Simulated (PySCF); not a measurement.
# Basis and Hamiltonian dependence of the excitation energy of B⁺

B⁺ [He] 2s2 (1S) → B⁺ [He] 2s1 3s1 (3S). Calculated with PySCF 2.14 from differences of total energies of unrestricted determinants, without spin-orbit coupling. Values in eV.

```csv
basis,Hamiltonian,functions,UHF,r2SCAN,PBE0,MP2 (valence),CCSD(T) (valence),CCSD(T) (valence and next inner shell)
aug-cc-pVDZ-DK,spin-free X2C,23,14.848,15.526,15.656,15.659,16.238,n/a
aug-cc-pVDZ,non-relativistic,23,14.843,15.521,15.652,15.655,16.234,n/a
aug-cc-pwCVDZ,non-relativistic,27,14.692,15.360,15.484,15.535,16.102,16.102
"x2c-TZVPPall with one added diffuse shell each of s, p, d type",spin-free X2C,40,14.628,15.270,15.377,15.508,16.024,16.019
aug-cc-pVTZ,non-relativistic,46,14.707,15.389,15.482,15.599,16.115,n/a
aug-cc-pVTZ-DK,spin-free X2C,46,14.711,15.394,15.486,15.604,16.119,n/a
dyall-av3z,non-relativistic,71,14.631,15.284,15.380,15.562,16.061,n/a
dyall-av3z,spin-free X2C,71,14.636,15.288,15.384,15.566,16.065,n/a
"aug-cc-pCVTZ-DK with one added diffuse shell each of s, p, d, f type",spin-free X2C,75,14.646,15.316,15.412,15.556,16.061,16.078
dyall-acv3z,spin-free X2C,76,14.636,15.288,15.384,15.566,16.065,16.084
dyall-acv3z,non-relativistic,76,14.631,15.284,15.380,15.562,16.061,16.080
aug-cc-pVQZ-DK,spin-free X2C,80,14.636,15.292,15.385,15.578,16.065,n/a
aug-cc-pVQZ,non-relativistic,80,14.631,15.287,15.381,15.574,16.061,n/a
"aug-cc-pVQZ with one added diffuse shell each of s, p, d, f, g type",non-relativistic,105,14.628,15.281,15.377,15.570,n/a,n/a
```

Frozen in the all-electron rows: valence: 1s2; valence and next inner shell: nothing.

Reference for a calculation without spin-orbit coupling: 16.090 eV (measured, between term centres; NIST).
